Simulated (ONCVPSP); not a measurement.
# B, ONCV: configuration errors across variants

ONCVPSP 4.0.1 input, shortened (lines: element, Z, core and valence counts, functional; n l f; lmax; l rc ep ncon nbas qcut; lloc lpopt rc5 dvloc0; l nproj debl; icmod fcfact rcfact), PW91, scalar-relativistic:

```
  B 5.00    1    2  -109134      upf
    1    0    2.00
    2    0    2.00
    2    1    0.50
    2
    0    1.05    0.00    5    9    5.60
    1    3.60    0.00    4    8    3.90
    2    3.55    0.41    3    6    2.30
    0    5    1.05    0.00
    0    0    2.40
    1    2    3.10
    2    2    3.80
    2    0.20    0.85
```

All-electron excitation energies from the reference (eV): (1) 2s2 2p1 -2.911; (2) 2s2 2p0 5.357; (3) 2s1 2p0 30.825; (4) 2s0 2p3 8.808.

2 further variants failed, have other tests or too few solved ones, and are left out.

Errors AE − PS in meV (a dash: test not solved or not reliable):

```csv
change,(1),(2),(3),(4),bound ghosts,GHOST(+) flags above zero
base,+1.8,+67,+297,+1.4,none,"p, d"
"all radii but the core radius scaled by about 1.12 (s 1.18, p 4.04, d 3.98 bohr)",+13,+86,+367,+28,none,d
p: rc 2.84,+14,+38,+191,-2.3,none,d
"core correction Teter function fitted to the true core (icmod 2), fcfact 1.08",+1.5,+66,+286,+0.8,none,"p, d"
"s: nproj 1; local potential polynomial inside 0.95 bohr (lpopt 4, dvloc0 0 Ha)",+2.2,+67,+299,+2.1,none,p
p: qcut 2.8,+31,+112,+460,+56,none,d
s: qcut 6.1; p: qcut 4.2; d: qcut 2.5,-2.0,+60,+272,-5.5,none,"p, d"
"core correction polynomial model core, fcfact 0.15",+1.7,+67,+291,+1.2,none,"p, d"
p: qcut 4.8,+19,+50,+234,+6.0,none,d
```

Q: Give the same row for: s: ncon 3, nbas 7.

A: +1.7, +67, +297, +3.6; bound ghosts: none; GHOST(+) flags above zero: p, d.
